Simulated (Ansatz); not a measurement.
disilane (H$_{6}$Si$_{2}$), singlet, geometry from GFN2-xTB; CCSD/def2-TZVP run with Ansatz (an electronic-structure program).

Ansatz was given this input:
Ansatz 0.2 input:
```yaml
crystal:
  periodic: [false, false, false]
  atoms:
    - {symbol: Si, position_ang: [0.01521338, -0.00610543, 1.15250795]}
    - {symbol: Si, position_ang: [-0.01521338, 0.00610543, -1.15250795]}
    - {symbol: H, position_ang: [0.04345603, 1.34492936, 1.72063452]}
    - {symbol: H, position_ang: [-1.16031370, -0.66812016, 1.72586040]}
    - {symbol: H, position_ang: [1.18472289, -0.70404486, 1.69471504]}
    - {symbol: H, position_ang: [-0.01416071, -1.34506118, -1.72102192]}
    - {symbol: H, position_ang: [-1.19948647, 0.67873842, -1.69465422]}
    - {symbol: H, position_ang: [1.14578197, 0.69355841, -1.72553382]}
basis:
  gaussian:
    orbitals: def2-TZVP
    fitting: {mean_field: cc-pVTZ-JKFIT, correlation: cc-pVTZ-RIFIT}
magnetization: {spin_polarized: false}
correlation: {method: ccsd}
```

Output, abridged:

```
Functional definition: HF
422 factors; integrals over basis functions are off by at most 1.8e-1 eV
424 factors; integrals over basis functions are off by at most 1.6e-1 eV
mean field evaluation 1: about -15818.4637 eV, gradient 1.4e1 eV
mean field evaluation 2: about -15819.5392 eV, gradient 4.2e0 eV
mean field evaluation 4: about -15819.6736 eV, gradient 1.6e-1 eV
mean field evaluation 8: about -15819.5395 eV, gradient 4.2e0 eV
mean field -15819.67373977 eV, -581.3622869766 hartree, gradient 2.3e-6 eV, S^2 0.000000; 0 other end points of the search recorded, 0 dependent functions left out
10 core orbitals not correlated
reference -15819.67373977 eV, -581.3622869766 hartree; 7, 7 occupied and 93, 93 virtual orbitals, 424 factors
second order -6.67010683 eV of doubles, -0.00000000 eV of singles
cycle   1  -7.73471900 eV  change    -1.1e0 eV  update   7.7e-2
cycle   2  -8.10525806 eV  change   -3.7e-1 eV  update   2.5e-2
cycle   3  -8.12051647 eV  change   -1.5e-2 eV  update   6.9e-3
cycle   4  -8.11598386 eV  change    4.5e-3 eV  update   2.5e-3
cycle   5  -8.11519512 eV  change    7.9e-4 eV  update   6.2e-4
cycle   6  -8.11516345 eV  change    3.2e-5 eV  update   1.5e-4
cycle   7  -8.11518716 eV  change   -2.4e-5 eV  update   3.8e-5
cycle   8  -8.11519668 eV  change   -9.5e-6 eV  update   9.1e-6
Total energy: -15827.78893645 eV, -581.6605149541 hartree
```
